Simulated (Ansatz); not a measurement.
Consider the ligand exchange at the Si–O bond: `O[SiH2][TeH]` + `C=N` → `C=N[SiH2][TeH]` + H₂O.

Isolated molecules relaxed with PBE0-D4/def2-TZVP in Ansatz; ΔE leaves out vibrations. CCSD(T)/CBS is the MP2 limit (def2-TZVPP, def2-QZVPP) plus CCSD(T) − MP2 in def2-TZVPP, frozen cores. This one scheme is used for every species. Functionals use def2-TZVPP. B3LYP here is the variant with VWN-RPA as its local correlation; programs differ in this. def2 core potentials past Kr. For Te outer-core shells are correlated without core-valence functions, which leaves a few kJ/mol of doubt a bond. One conformer a species, not always the lowest.

CCSD(T)/CBS gives +10.0 kcal/mol.

Another level gave +11.0 kcal/mol. Which?
A. PBE0-D4/def2-TZVPP
B. r2SCAN/def2-TZVPP
C. HF/def2-TZVPP
D. B3LYP/def2-TZVPP

B. r2SCAN 11.0, PBE0-D4 9.5, HF/def2-TZVPP 13.7, B3LYP 12.0 kcal/mol.

Largest T1 diagnostic among the species: 0.013.

In def2-TZVPP, CCSD(T) changes the Hartree–Fock value by −2.9 kcal/mol (the triples alone add −0.7 kcal/mol) and MP2 by −3.9 kcal/mol. The D4 term adds −1.9 kcal/mol with B3LYP and −1.1 kcal/mol with PBE0; it sums over pairs of atoms, weighted by their polarisabilities, and B3LYP, whose exchange is more repulsive, gets the larger term.
